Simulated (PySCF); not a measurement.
silanone cation (H2OSi), SMILES O=[SiH2] (connectivity only; charge and spin as stated), charge +1, multiplicity 2. Atoms are numbered in the order given.

```xyz
4

Si     0.0000     0.0000     0.4821
O      0.0000     0.0000    -1.1208
H      0.0000    -1.3366     1.1084
H      0.0000     1.3366     1.1084
```
Charge +1, spin multiplicity 2.

The structure is a stationary point at r2SCAN-D4/def2-TZVP. The spin state was assumed, not searched.

Level of theory: CAM-B3LYP/def2-TZVPD run with PySCF.

Isolated molecule, no solvent.

```
Property                                                            Value
------------------------------------------------  -----------------------
total energy                                           -365.54353 hartree
point group                                                           C2v
α spin, highest occupied and lowest empty level       -19.34 and -8.39 eV
β spin, highest occupied and lowest empty level      -19.09 and -11.22 eV
dipole moment about the centre of nuclear charge                   3.63 D
mean static polarisability                           22.9 bohr³ (3.39 Å³)
polarisability, principal values                   17.9, 23.1, 27.7 bohr³
⟨S²⟩                                              0.756 (pure state 0.75)
```
